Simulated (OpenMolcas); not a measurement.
An OpenMolcas run meant for W3+ (ANO-R1, X2C; inactive shells 1s 2s 2p 3s 3p 3d 4s 4p 4d 4f 5s 5p; intended active space 3 electrons in 5 orbitals (5d)). One step of its input:

```
&RASSCF
FileOrb=start.orb
Symmetry=1
Spin=4
nActEl=3 0 0
Inactive=15 19
Ras2=5 0
CIRoot=10 10 1
SDav=10
CIMx=300
Iter=100 100
PrWF=0.3
OrbListing=Nothing
MaxOrb=0
Atom
Thrs=1.0e-2 5.0e-1 5.0e-1
```

The run finished. Its levels beside those of a sound run (CASSCF), in cm⁻¹ above each run's lowest level:

| Level | This run | Usual run |
| --- | --- | --- |
| 5d³ ⁴F_3/2 | 0.0 | 0.0 |
| 5d³ ⁴F_5/2 | 3563 | 3570 |
| 5d³ ⁴F_7/2 | 7052 | 7071 |
| 5d³ ⁴F_9/2 | 10019 | 10052 |
| 5d³ ⁴P_3/2 [56 %] | 13447 | 13490 |
| 5d³ ⁴P_1/2 | 14820 | 14860 |
| 5d³ ²G_7/2 | 18032 | 18092 |
| 5d³ ²H_9/2 [55 %] | 18626 | 18685 |
| 5d³ ⁴P_5/2 | 19694 | 19745 |
| 5d³ ²P_1/2 | 23769 | 23830 |
| 5d³ ²H_11/2 | 25277 | 25338 |
| 5d³ ²G_9/2 [53 %] | 27399 | 27461 |
| 5d³ ²D_5/2(1) | 27788 | 27850 |
| 5d³ ²P_3/2 [58 %] | 31351 | 31415 |

Problem. Which setting is unsound, and how much does it matter here?

Solution. The convergence thresholds are far too loose, so the orbitals stop early. Against the sound run the excited levels shown move by 48 cm-1 on average and by 64 cm-1 at most.

Without dynamic correlation excited terms often stand tens of per cent too high (terms of higher spin than the ground term too low), and those without a measured partner can miss by more than the paired ones. Some levels mix across a computed gap that differs much from the measured one, so their mixing is not that of the real levels. The basis is small and was not contracted for so high a charge. Only configurations of the active space appear.

A share in square brackets marks a mixed level and gives the weight of the term that names it, the lowest over the columns. A number in round brackets counts repeated terms of one configuration in the order of the reference energies.
